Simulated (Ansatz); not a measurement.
Input and output for C3H7FZn, SMILES `C[CH](C)[Zn][F]`.

```yaml
crystal:
  periodic: [false, false, false]
  atoms:
    - {symbol: C, position_ang: [-1.227282, -0.472432, 0.451250]}
    - {symbol: C, position_ang: [0.074977, 0.304768, 0.287858]}
    - {symbol: C, position_ang: [1.249976, -0.633043, 0.030051]}
    - {symbol: Zn, position_ang: [-0.066183, 1.687135, -1.068642]}
    - {symbol: F, position_ang: [-0.193714, 2.941278, -2.294907]}
    - {symbol: H, position_ang: [-2.072613, 0.172743, 0.702478]}
    - {symbol: H, position_ang: [-1.491206, -1.021883, -0.456933]}
    - {symbol: H, position_ang: [-1.131391, -1.213701, 1.254768]}
    - {symbol: H, position_ang: [0.268689, 0.849576, 1.219427]}
    - {symbol: H, position_ang: [2.204796, -0.104586, -0.024732]}
    - {symbol: H, position_ang: [1.129121, -1.191733, -0.902476]}
    - {symbol: H, position_ang: [1.331629, -1.373422, 0.835959]}
basis:
  gaussian: {orbitals: def2-mTZVPP, fitting: {mean_field: cc-pVTZ-jkfit}}
hamiltonian: {xc: {name: RPBE}}
accuracy: high
```

```sh
$ ansatz run in.yaml --threads 8 --pin off --events-out ev --progress --plain --max-ram 18278MiB
```

Output, abridged:

```
Functional definition: RPBE
Error: <dir> the basis set cc-pVTZ-JKFIT has no functions for Zn
```
